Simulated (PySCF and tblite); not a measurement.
Values are calculated unless marked as measured or tabulated.
C6H5FO, numbered as in [CH:1]#[C:2]/[CH:3]=[CH:4]/[O:5]/[CH:6]=[CH:7]\[F:8].

The ensemble was built from 90 distance-geometry starts (ETKDG and KDG, MMFF94s, GFN2-xTB) and rests on GFN2-xTB geometries. Energies: PBE0-D3(BJ)/pcSseg-1, with GFN2-xTB thermal terms (modes under about 100 cm⁻¹ blended into free rotors). Symmetry numbers and mirror images are counted. Conformers within 2.5 kcal/mol (GFN2-xTB free energy) were kept, 4 at most. GIAO shieldings: PBE0/pcSseg-1. Shifts are against TMS (¹H), TMS (¹³C), CFCl3 (¹⁹F) at the same level. Programs: PySCF with density fitting and tblite.

Torsions listed: C3–C4–O5–C6, C4–O5–C6–C7. Of a mirror pair one member is shown.

```json
{"conformer": "1", "shape": "15°, -163°", "symmetry": "C1 (pair)", "E(GFN2) kcal/mol": "0.61", "E(DFT) kcal/mol": "0.10"}
{"conformer": "2", "shape": "180°, 180°", "symmetry": "Cs", "E(GFN2) kcal/mol": "0.00", "E(DFT) kcal/mol": "0.00"}
{"conformer": "3", "shape": "180°, 0°", "symmetry": "Cs", "E(GFN2) kcal/mol": "0.00", "E(DFT) kcal/mol": "0.19"}
{"conformer": "4", "shape": "28°, 32°", "symmetry": "C1 (pair)", "E(GFN2) kcal/mol": "1.35", "E(DFT) kcal/mol": "1.95"}
```

**Question.** How much do the weights at 298.15 K and the averaged shift of H3 depend on how the conformers are weighted?

**Answer.** 
| weighting | 1 (%) | 2 (%) | 3 (%) | 4 (%) | δ (ppm) | rms dipole (D) |
| --- | --- | --- | --- | --- | --- | --- |
| DFT energy with thermal terms, symmetry and mirror images (full scheme) | 43 | 33 | 22 | 2 | 5.31 | 2.14 |
| DFT energy with symmetry and mirror images | 49 | 29 | 21 | 2 | 5.28 | 2.10 |
| bare DFT energy | 33 | 38 | 28 | 1 | 5.35 | 2.19 |
| GFN2-xTB energy with symmetry and mirror images | 25 | 34 | 34 | 7 | 5.37 | 2.16 |
| GFN2-xTB free energy | 21 | 38 | 36 | 5 | 5.39 | 2.20 |
| leading conformer alone | 100 | 0 | 0 | 0 | 5.06 | 1.80 |
| equal weights | 25 | 25 | 25 | 25 | 5.33 | 2.07 |
| full scheme, search stopped after three starts | 44 | 33 | 23 | 0 | 5.31 | 2.15 |

The largest departure from the full scheme, 0.24 ppm, comes with: leading conformer alone.


Conformer gaps in pcSseg-1 on xTB geometries can be 2 kcal/mol off for S=O, P=O and other polar bonds.